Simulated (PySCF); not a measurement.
AlClGeH4. Atoms are numbered in the order given.

```xyz
7

Al    -0.8586     0.7885     0.0000
Cl     0.4646     2.4356     0.0000
Ge     0.1415    -1.4648     0.0000
H     -0.9270    -2.5766     0.0000
H      1.0335    -1.6722    -1.2410
H      1.0335    -1.6722     1.2410
H     -2.4031     1.1380     0.0000
```

Geometry: PBE0-D3(BJ)/def2-SVP.

Calculation: TDDFT-PBE0/def2-SVPD in PySCF 2.14.0.

Vertical excitations.  State labels are in the subgroup Cs.

Q: Give excitation energies, oscillator strengths and character. (An estimate is asked for; the answer gives what the named calculation found.)

A: 
```json
[
 {"state": "S1", "symmetry": "A\"", "energy (eV)": "4.50", "λ (nm)": "276", "f": "0.005", "main pairs": "HOMO→LUMO 99 %"},
 {"state": "S2", "symmetry": "A\"", "energy (eV)": "6.17", "λ (nm)": "201", "f": "0.008", "main pairs": "HOMO−1→LUMO 95 %"},
 {"state": "S3", "symmetry": "A'", "energy (eV)": "6.34", "λ (nm)": "196", "f": "0.071", "main pairs": "HOMO→LUMO+1 59 %, HOMO−2→LUMO 21 %, HOMO→LUMO+2 18 %"},
 {"state": "S4", "symmetry": "A\"", "energy (eV)": "6.37", "λ (nm)": "195", "f": "0.003", "main pairs": "HOMO−3→LUMO 93 %"},
 {"state": "S5", "symmetry": "A'", "energy (eV)": "6.48", "λ (nm)": "191", "f": "0.092", "main pairs": "HOMO−2→LUMO 73 %, HOMO→LUMO+2 14 %"},
 {"state": "S6", "symmetry": "A'", "energy (eV)": "6.59", "λ (nm)": "188", "f": "0.119", "main pairs": "HOMO→LUMO+2 48 %, HOMO−4→LUMO 26 %, HOMO→LUMO+1 22 %"},
 {"state": "S7", "symmetry": "A\"", "energy (eV)": "6.79", "λ (nm)": "183", "f": "0.017", "main pairs": "HOMO−5→LUMO 92 %"},
 {"state": "S8", "symmetry": "A'", "energy (eV)": "6.84", "λ (nm)": "181", "f": "0.100", "main pairs": "HOMO−4→LUMO 66 %, HOMO→LUMO+2 15 %"},
 {"state": "S9", "symmetry": "A'", "energy (eV)": "7.33", "λ (nm)": "169", "f": "0.181", "main pairs": "HOMO→LUMO+3 83 %"},
 {"state": "S10", "symmetry": "A'", "energy (eV)": "7.67", "λ (nm)": "162", "f": "0.122", "main pairs": "HOMO→LUMO+4 88 %"},
 {"state": "T1", "symmetry": "A\"", "energy (eV)": "3.89", "λ (nm)": "319", "f": "0", "main pairs": "HOMO→LUMO 97 %"},
 {"state": "T2", "symmetry": "A'", "energy (eV)": "5.59", "λ (nm)": "222", "f": "0", "main pairs": "HOMO→LUMO+1 90 %"},
 {"state": "T3", "symmetry": "A\"", "energy (eV)": "5.69", "λ (nm)": "218", "f": "0", "main pairs": "HOMO−1→LUMO 49 %, HOMO−3→LUMO 28 %, HOMO−5→LUMO 17 %"},
 {"state": "T4", "symmetry": "A'", "energy (eV)": "5.76", "λ (nm)": "215", "f": "0", "main pairs": "HOMO→LUMO+2 88 %"}
]
```
Triplets are in the Tamm–Dancoff approximation, which puts them higher than full response would, so one can lie above its singlet here.
